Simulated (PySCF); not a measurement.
CH₇AlO₂Si.

```xyz
12

Si    -0.7486     1.3295     0.0000
C      0.6846     2.5613     0.0000
Al     0.0335    -0.9692     0.0000
O      1.7196    -1.2229     0.0000
O     -1.0979    -2.2418     0.0000
H     -1.6198     1.5685    -1.1989
H     -1.6198     1.5685     1.1989
H      1.3177     2.4173     0.8884
H      0.3161     3.5984     0.0000
H      1.3177     2.4173    -0.8884
H      2.2116    -2.0444     0.0000
H     -0.9603    -3.1891     0.0000
```
Charge 0, spin multiplicity 1.

Geometry optimised at PBE0-D3(BJ)/def2-SVP. The structure was generated by enumeration; whether it is a known compound was not checked. One conformer was computed; it need not be the lowest.

Calculation: PBE/pcSseg-1 run with PySCF. Non-relativistic, no solvent.

Give the absolute GIAO shielding of each atom: isotropic value and principal components (ppm). (An estimate is asked for; the answer gives what the named calculation found.)


```json
[
 {"atom": "Si1", "σ(iso)": "434.0", "σ11": "397.3", "σ22": "402.6", "σ33": "502.1", "span": "104.8"},
 {"atom": "C2", "σ(iso)": "189.9", "σ11": "182.3", "σ22": "191.9", "σ33": "195.6", "span": "13.3"},
 {"atom": "Al3", "σ(iso)": "422.0", "σ11": "375.5", "σ22": "410.6", "σ33": "479.9", "span": "104.4"},
 {"atom": "O4", "σ(iso)": "269.9", "σ11": "202.5", "σ22": "268.4", "σ33": "338.8", "span": "136.2"},
 {"atom": "O5", "σ(iso)": "272.0", "σ11": "208.4", "σ22": "266.4", "σ33": "341.1", "span": "132.7"},
 {"atom": "H6", "σ(iso)": "27.5", "σ11": "24.1", "σ22": "25.9", "σ33": "32.5", "span": "8.4"},
 {"atom": "H7", "σ(iso)": "27.5", "σ11": "24.1", "σ22": "25.9", "σ33": "32.5", "span": "8.4"},
 {"atom": "H8", "σ(iso)": "31.1", "σ11": "26.5", "σ22": "29.1", "σ33": "37.6", "span": "11.1"},
 {"atom": "H9", "σ(iso)": "30.8", "σ11": "25.8", "σ22": "28.1", "σ33": "38.6", "span": "12.8"},
 {"atom": "H10", "σ(iso)": "31.1", "σ11": "26.5", "σ22": "29.1", "σ33": "37.6", "span": "11.1"},
 {"atom": "H11", "σ(iso)": "29.2", "σ11": "22.1", "σ22": "22.2", "σ33": "43.4", "span": "21.3"},
 {"atom": "H12", "σ(iso)": "29.2", "σ11": "22.0", "σ22": "22.1", "σ33": "43.6", "span": "21.5"}
]
```
